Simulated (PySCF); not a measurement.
SMILES OB(O)[Si](OC)(OC)C (C3H11BO4Si), singlet at its GFN2-xTB optimised geometry (Å):

```
20

Si    -0.6146    -1.6394     0.0000
C     -1.3238    -2.3638    -1.6363
O     -1.0012    -0.0293     0.0000
C     -2.2620     0.5574     0.1205
O      1.0209    -1.6394     0.0000
C      1.8795    -1.0232    -0.9222
B     -1.0886    -2.5565     1.6880
O     -2.3454    -2.9801     1.9947
O     -0.1920    -2.7744     2.6765
H     -1.0453    -1.7421    -2.4843
H     -0.9493    -3.3649    -1.8288
H     -2.4096    -2.4241    -1.6272
H     -2.1273     1.6394     0.1510
H     -2.8962     0.2996    -0.7320
H     -2.7585     0.2324     1.0394
H      2.8962    -1.0942    -0.5340
H      1.6103     0.0250    -1.0547
H      1.8247    -1.5292    -1.8881
H     -3.0124    -2.8824     1.3190
H      0.6986    -2.4877     2.4807
```

Calculation: PySCF 2.14.0 with PBE0/def2-SVP.

Map of the Laplacian of the electron density (e/bohr⁵) on the plane z = 0.6 Å:

```
|44444444444444444444444444444|
|44444444444444444444444444444|
|44444444444444444444444444444|
|44444444444444444444444444444|
|44444444444444444444444444444|
|44444444444444444444444444444|
|44444444444444444444444444444|
|44444444444444444444444444444|
|44444444444444444444444444444|
|44444444444444444444444444444|
|44444444444444444444444444444|
|44444444444444444444444444444|
|44444442355544444444444444444|
|44444420255555444444444444444|
|44444443455555444444444444444|
|44444444455555444444444444444|
|44444444445544444444444444444|
|44444444444444445554444444444|
|44444444444497455554444444444|
|44444444444497455554444444444|
|44444444444334445554444444444|
|44444444444334444444444444444|
|44444444444444444444444444444|
|44444444444444444444444444444|
|44444444444444444444444444444|
|44444444444444444444444444444|
|44444444444444444444444444444|
|44444444444444444444444444444|
|44444444444444444444444444444|
```
Scale: ten equal steps from -1.05 (start of '0') to 1.47 (end of '9'), in the order '0123456789'; x runs from -5.00 to 5.00, y from -5.00 (bottom) to 5.00 (top).
